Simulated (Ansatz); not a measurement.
Cost and result for the atomization energy of CH$_{7}$Al$_{2}$BOSi (13 atoms, 15 bonds).

Z-matrix (Å, degrees):
```
Al
B 1 2.240
O 1 1.735 2 108.9
Al 1 2.578 2 121.1 3 -164.1
Si 1 2.530 2 76.3 3 24.4
C 1 2.134 2 39.2 3 59.7
H 1 1.974 2 34.0 3 -82.7
H 2 1.194 1 136.3 3 176.8
H 4 1.590 1 121.1 2 63.7
H 4 1.590 1 120.7 2 -115.2
H 5 1.487 1 120.8 2 125.6
H 5 1.486 1 130.3 2 -63.7
H 6 1.088 1 134.5 2 113.3
```

Total charge 0; spin multiplicity 1. The bonds changed during the relaxation, so this is another structure than the one it started from. The geometry is a stationary point of PBE0-D4/def2-TZVP. Program: Ansatz. All runs use 4 threads of an Intel Xeon on a shared host. Times are those of one run each, without the atoms' runs, and a repeat can differ threefold. Electronic energies, without spin–orbit coupling; frozen cores. CCSD(T)/CBS adds CCSD(T) − MP2 in def2-TZVPP to the MP2 limit, and its time is that of the two runs behind it. T1 = 0.014. HSE06 is the plane-wave form, built on full-range PBE exchange.

CCSD(T)/CBS is a level of theory with its own doubt, some kJ/mol a heavy atom from the limit and from the frozen cores, so smaller differences don't rank the functionals.

```tsv
level	functions	wall time
LDA (SPW92)/def2-TZVPP	317	2.1 s
revPBE-D4/def2-TZVPP	317	2.9 s
BLYP-D4/def2-TZVPP	317	3.3 s
PBE-D4/def2-TZVPP (with forces)	317	3.8 s
HSE06-D4/def2-TZVPP	317	5 s
CAM-B3LYP-D4/def2-TZVPP	317	6 s
r2SCANh-D4/def2-TZVPP	317	6.5 s
CCSD(T)/def2-SVP	131	6.5 s
PBE-QIDH/def2-TZVPP	317	8 s
B97M-V/def2-TZVPP	317	11 s
MP2/def2-QZVPP	591	33 s
CCSD(T)/def2-TZVPP	317	8.5 min
CCSD(T)/CBS(def2)	–	9 min
```

Task: What atomization energy does each give, and how far from CCSD(T)/CBS? (Estimate.)

Result: Ansatz gave: 
```
                          level  atomization (kJ/mol)  difference from CCSD(T)/CBS  per bond
         LDA (SPW92)/def2-TZVPP                4976.7                        534.8      35.7
           revPBE-D4/def2-TZVPP                4365.0                        -76.9      -5.1
             BLYP-D4/def2-TZVPP                4378.6                        -63.3      -4.2
PBE-D4/def2-TZVPP (with forces)                4458.3                         16.4       1.1
            HSE06-D4/def2-TZVPP                4421.1                        -20.8      -1.4
        CAM-B3LYP-D4/def2-TZVPP                4441.4                         -0.5       0.0
          r2SCANh-D4/def2-TZVPP                4449.1                          7.2       0.5
               CCSD(T)/def2-SVP                4168.9                       -273.0     -18.2
            PBE-QIDH/def2-TZVPP                4416.3                        -25.6      -1.7
              B97M-V/def2-TZVPP                4491.4                         49.5       3.3
                 MP2/def2-QZVPP                4464.6                         22.7       1.5
             CCSD(T)/def2-TZVPP                4327.6                       -114.3      -7.6
              CCSD(T)/CBS(def2)                4441.9                          0.0       0.0
```

From PBE to PBE0 (25 % exact exchange), in def2-TZVPP and without D4, the atomization energy moves by −34.7 kJ/mol: exact exchange takes away binding that semilocal exchange gives to molecules. In def2-TZVPP, CCSD(T) changes the Hartree–Fock value by +985.3 kJ/mol (the triples alone add +62.6 kJ/mol) and MP2 by +1053.5 kJ/mol; breaking electron pairs costs correlation energy, which Hartree–Fock lacks. The D4 term adds +54.1 kJ/mol with B3LYP and +28.5 kJ/mol with PBE0; it sums over pairs of atoms, weighted by their polarisabilities, and B3LYP, whose exchange is more repulsive, gets the larger term.

B3LYP here is the variant with VWN-RPA as its local correlation; programs differ in this.
